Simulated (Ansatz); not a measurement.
| atom | x (Å) | y (Å) | z (Å) |
| --- | --- | --- | --- |
| C | 0.0000 | 0.0000 | -0.6160 |
| H | 0.0000 | 0.0000 | 0.6160 |

Basis set: cc-pVTZ (spherical functions). Frozen core: 1 orbital. Correlation on ROHF uses semicanonical orbitals with singles. Charge 0, multiplicity 2.

Computed with Ansatz (development build ahead of 0.2.0); the reference of a correlated method needn't be the lowest determinant of its kind.

(1) Give the atomization energy at this shape (free ground-state atoms in the same class of orbitals less the molecule, no zero-point energy) of doublet CH by UHF-BCCD(T), ROHF-CCSD(T).

Answers

(1)

```csv
method,atomization energy
UHF-BCCD(T),327.8 kJ/mol
ROHF-CCSD(T),328.0 kJ/mol
```

Caution: the reference determinant was not shown to be the lowest.
